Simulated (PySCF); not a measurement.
# How methods differ on the ionisation energy of Bi²⁺

Bi²⁺ [Xe] 4f14 5d10 6s2 6p1 (2P) → Bi³⁺ [Xe] 4f14 5d10 6s2 (1S), as a difference of total energies. Calculation: PySCF 2.14, in ANO-RCC-VTZP (8s7p5d3f2g, 93 functions); the spin-free X2C one-electron Hamiltonian (Gaussian nucleus). Correlated levels: valence: [Xe] 4f14 5d10 frozen; valence and next inner shell: [Kr] 4d10 4f14 frozen. The calculations carry no spin-orbit coupling.

```csv
method,ionisation energy (eV)
UHF,23.080
LDA,23.937
PBE,23.666
PBE0,23.695
r2SCAN,23.760
SCS-MP2 (valence),23.275
MP2 (valence and next inner shell),23.590
```

**Question.** Estimate what SCS-MP2 (valence and next inner shell) gives.

**Answer.** 23.492 eV, closest to MP2 (valence and next inner shell) among the rows shown.

**Question.** Estimate what MP2 (valence) gives.

**Answer.** 23.284 eV, closest to SCS-MP2 (valence) among the rows shown.

A first-order spin-orbit estimate (lowest level to lowest level, LS coupling) adds 1.458 eV.

Errors of the correlated levels include the incompleteness of this basis and the frozen core.

For comparison: 25.571 eV (measured; NIST Atomic Spectra Database, ionization energies).
